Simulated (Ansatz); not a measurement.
Molecule: C4H7Cl2, net charge 0, doublet state. It need not be the lowest isomer of its formula. 
Coordinates optimised at B3LYP-D3(BJ)/def2-TZVP (Ansatz, a first-principles code):
```xyz
13

C     -2.1989     0.7967     0.2529
C     -0.9693    -0.0099    -0.0990
C      0.1692     0.1601     0.8068
C      1.5374    -0.0979     0.3666
Cl     2.1966     1.3899    -0.5417
Cl    -1.4249    -1.8362    -0.0756
H     -1.9619     1.8605     0.1745
H     -3.0208     0.5711    -0.4243
H     -2.5208     0.5866     1.2732
H     -0.6744     0.1380    -1.1360
H     -0.0132     0.4984     1.8188
H      1.6066    -0.9053    -0.3578
H      2.2353    -0.2553     1.1815
```
Charge 0, spin multiplicity 2.

Computed values are from Ansatz. Valence correlation only, unless marked. UHF or UKS for open shells. No spin-orbit coupling. No relativistic terms. CBS(X,Y): correlation extrapolated as X^-3; Hartree-Fock from the larger set.

**Question.** What is the dipole moment at CCSD(T)/aug-cc-pV(D+d)Z?

**Answer.** 1.31 D.

**Question.** What is the T1 diagnostic at CCSD/cc-pV(Q+d)Z?

**Answer.** 0.013.

**Question.** What is the total energy at CCSD(T)/CBS(cc-pV(T+d)Z,cc-pV(Q+d)Z)?

**Answer.** -1075.9131 Eh.

**Question.** What is the atomisation energy De at CCSD(T)/CBS(cc-pV(T+d)Z,cc-pV(Q+d)Z)?

**Answer.** 1155.4 kcal/mol.
